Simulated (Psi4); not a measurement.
Psi4 input (wB97X-D/6-311+G**):

```
memory 1500 MB

molecule {
0 2
O    -0.31920100    0.08444200   -2.01001800
Si   -0.04228400   -0.01092900   -0.36327900
Si    1.63982300   -1.50980800    0.25237600
Si   -1.96650600   -0.67728900    0.81466900
Si    0.63202600    2.13064600    0.30385100
H    -0.53042900   -0.73035600   -2.47465700
H     2.95551300   -1.33489300   -0.41622300
H     1.26859500   -2.94979100    0.23867000
H    -2.42144900   -2.01281600    0.34949000
H    -3.07614700    0.28752400    0.61615800
H    -1.65762700   -0.76253200    2.26339600
H    -0.34994400    3.15323300   -0.13090000
H     1.96253600    2.46860800   -0.25730400
H     0.71973200    2.14880300    1.78487200
symmetry c1
no_reorient
no_com
}

set {
  basis 6-311+G**
  reference uks
  scf_type df
  df_basis_scf def2-universal-jkfit
  dft_radial_points 99
  dft_spherical_points 590
  e_convergence 1e-8
  d_convergence 1e-7
  maxiter 150
}

e = energy('wb97x-d')
print_out(f'\nFINAL {e:.10f} DIPOLE {variable("CURRENT DIPOLE")[0]:.6f} {variable("CURRENT DIPOLE")[1]:.6f} {variable("CURRENT DIPOLE")[2]:.6f}\n')
```

Output:

```
   => Loading Basis Set <=

    Name: 6-311+G**
    Role: ORBITAL
    Keyword: BASIS
    atoms 1    entry O          line   171 file 6-311pgss.gbs
    atoms 2-5  entry SI         line   351 file 6-311pgss.gbs
    atoms 6-14 entry H          line    42 file 6-311pgss.gbs

   => WB97X-D: Empirical Dispersion <=

    Chai and Head-Gordon Dispersion Correction
    Chai, J.-D.; Head-Gordon, M. (2010), J. Chem. Phys., 132: 6615-6620

        s6 =       1.000000

         ---------------------------------------------------------
                                   SCF
               by Justin Turney, Rob Parrish, Andy Simmonett
                          and Daniel G. A. Smith
                              UKS Reference
         ---------------------------------------------------------

  ==> Geometry <==

    Molecular point group: c1
    Full point group: C1

    Geometry (in Angstrom), charge = 0, multiplicity = 2:

       Center              X                  Y                   Z               Mass
    ------------   -----------------  -----------------  -----------------  -----------------
         O           -0.319201000000     0.084442000000    -2.010018000000    15.994914619570
         SI          -0.042284000000    -0.010929000000    -0.363279000000    27.976926534650
         SI           1.639823000000    -1.509808000000     0.252376000000    27.976926534650
         SI          -1.966506000000    -0.677289000000     0.814669000000    27.976926534650
         SI           0.632026000000     2.130646000000     0.303851000000    27.976926534650
         H           -0.530429000000    -0.730356000000    -2.474657000000     1.007825032230
         H            2.955513000000    -1.334893000000    -0.416223000000     1.007825032230
         H            1.268595000000    -2.949791000000     0.238670000000     1.007825032230
         H           -2.421449000000    -2.012816000000     0.349490000000     1.007825032230
         H           -3.076147000000     0.287524000000     0.616158000000     1.007825032230
         H           -1.657627000000    -0.762532000000     2.263396000000     1.007825032230
         H           -0.349944000000     3.153233000000    -0.130900000000     1.007825032230
         H            1.962536000000     2.468608000000    -0.257304000000     1.007825032230
         H            0.719732000000     2.148803000000     1.784872000000     1.007825032230

  Running in c1 symmetry.

  Rotational constants: A =      0.05123  B =      0.04817  C =      0.03553 [cm^-1]
  Rotational constants: A =   1535.75101  B =   1444.08140  C =   1065.19737 [MHz]
  Nuclear repulsion =  415.778787073125386

  Charge       = 0
  Multiplicity = 2
  Electrons    = 73
  Nalpha       = 37
  Nbeta        = 36

  ==> Algorithm <==
[...]
      55A      0.126971    56A      0.136409    57A      0.139445
      58A      0.146874    59A      0.159377    60A      0.173047
      61A      0.182744    62A      0.189165    63A      0.199766
      64A      0.213364    65A      0.235493    66A      0.255308
      67A      0.292621    68A      0.298778    69A      0.307315
      70A      0.323697    71A      0.326489    72A      0.331164
      73A      0.333826    74A      0.338589    75A      0.347985
      76A      0.353518    77A      0.355022    78A      0.360958
      79A      0.369705    80A      0.378684    81A      0.395598
      82A      0.423835    83A      0.450846    84A      0.468850
      85A      0.475774    86A      0.493536    87A      0.501082
      88A      0.506514    89A      0.547279    90A      0.554452
      91A      0.558898    92A      0.568631    93A      0.598786
      94A      0.606820    95A      0.621036    96A      0.655156
      97A      0.671174    98A      0.673571    99A      0.706922
     100A      0.712657   101A      0.735787   102A      0.739425
     103A      0.783809   104A      0.787637   105A      0.799481
     106A      0.843472   107A      0.881568   108A      0.937654
     109A      0.939911   110A      0.946380   111A      0.957989
     112A      0.969259   113A      1.009011   114A      1.049689
     115A      1.054288   116A      1.164423   117A      1.205444
     118A      1.246021   119A      1.291825   120A      1.297871
     121A      1.301026   122A      1.303475   123A      1.312145
     124A      1.317351   125A      1.361593   126A      1.365669
     127A      1.386692   128A      1.397512   129A      1.405453
     130A      1.427989   131A      1.431327   132A      1.438063
     133A      1.461455   134A      1.479641   135A      1.492707
     136A      1.509376   137A      1.523127   138A      1.553192
     139A      1.596600   140A      1.621395   141A      1.642221
     142A      1.693993   143A      1.700570   144A      1.706334
     145A      1.714219   146A      1.725284   147A      1.757291
     148A      1.770023   149A      1.830002   150A      1.987479
     151A      1.996043   152A      2.022817   153A      2.141870
     154A      2.197860   155A      2.199414   156A      2.205017
     157A      2.205915   158A      2.212020   159A      2.618860
     160A      2.671853   161A      2.689573   162A      2.705498
     163A      2.707788   164A      2.711658   165A      2.731931
     166A      2.801872   167A      2.819462   168A      2.963506
     169A      3.128717   170A      3.187023   171A      3.364130
     172A      3.916880   173A      5.120557   174A      5.123627
     175A      5.592108   176A      5.614264   177A      5.671815
     178A      5.711324   179A      5.739984   180A     11.439993
     181A     11.468168   182A     11.472331   183A     11.521310
     184A     11.551885   185A     11.555070   186A     11.558972
     187A     11.562592   188A     11.566941   189A     11.580078
     190A     11.585723   191A     11.600887   192A     50.037700
     193A    141.122134   194A    141.194942   195A    141.230470
     196A    141.250135

    Final Occupation by Irrep:
              A
    DOCC [    36 ]
    SOCC [     1 ]
    NA   [    37 ]
    NB   [    36 ]

  @DF-UKS Final Energy: -1238.60730623701261

   => Energetics <=

    Nuclear Repulsion Energy =            415.7787870731253861
    One-Electron Energy =               -2543.7012297797418796
    Two-Electron Energy =                 958.1506082551831014
    DFT Exchange-Correlation Energy =     -68.8285321785113666
    Empirical Dispersion Energy =          -0.0069396070678588
    VV10 Nonlocal Energy =                  0.0000000000000000
    Total Energy =                      -1238.6073062370123807

  UHF NO Occupations:
  HONO-2 :   35  A 1.9998030
  HONO-1 :   36  A 1.9987016
  HONO-0 :   37  A 1.0000000
  LUNO+0 :   38  A 0.0012984
  LUNO+1 :   39  A 0.0001970
  LUNO+2 :   40  A 0.0001704
  LUNO+3 :   41  A 0.0000716

Computation Completed

Properties will be evaluated at   0.000000,   0.000000,   0.000000 [a0]

Properties computed using the SCF density matrix

 Multipole Moments:

 ------------------------------------------------------------------------------------
     Multipole            Electronic (a.u.)      Nuclear  (a.u.)        Total (a.u.)
 ------------------------------------------------------------------------------------

 L = 1.  Multiply by 2.5417464519 to convert [e a0] to [Debye]
 Dipole X            :         -0.0944102           -0.0000038           -0.0944140
 Dipole Y            :         -0.4403188           -0.0000076           -0.4403264
 Dipole Z            :         -0.0270250           -0.0000076           -0.0270325
 Magnitude           :                                                    0.4511453

 ------------------------------------------------------------------------------------

FINAL -1238.6073062370 DIPOLE -0.094414 -0.440326 -0.027033

*** Psi4 exiting successfully. Buy a developer a beer!
```

The geometry given is a B3LYP-D3(BJ)/def2-TZVP minimum.
